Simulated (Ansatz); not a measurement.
Sn3Se2, relaxed as a singlet with RKS PBE0-D4/def2-SVP in Ansatz, starting from the GFN2-xTB geometry. Force threshold 0.02 eV/Å.

In the def2 sets Sn takes a core potential; there is no spin–orbit coupling. The structure comes from a short search, and lower isomers may exist.

Start:

```xyz
5

Sn    0.017   -2.192    1.285
Sn   -1.259    0.160    0.160
Sn    0.233    2.163   -1.320
Se    0.226   -0.100   -2.179
Se    0.784   -0.031    2.054
```

```csv
step,energy (eV),largest force component (eV/Å),SCF passes
1,-148167.6511,0.738,16
2,-148167.7227,0.514,27
3,-148167.7958,0.144,23
4,-148167.9484,0.504,29
5,-148168.4321,0.947,26
6,-148168.9309,0.442,26
7,-148168.9667,0.170,21
8,-148168.9700,0.082,22
9 (rejected),-148168.9667,0.125,22
10,-148168.9719,0.003,21
```

Force components are those of the run's own axes.

End:

```
atom    x (Å)    y (Å)    z (Å)
 Sn1   0.3066  -1.9262   0.5930
 Sn2  -1.7595   0.2236   0.2276
 Sn3   0.6126   1.8094  -0.7119
 Se4   0.1303  -0.6185  -1.7401
 Se5   0.7101   0.5117   1.6314
```

Bonds formed: Sn1–Se4, Sn3–Se5 (atoms count from 1). The end is the same structure that another start reached, the lowest one found.

No frequencies were taken in this run, so the end may be a saddle point.

It took 37 s on 4 threads of Arm Neoverse V2 on a shared host.
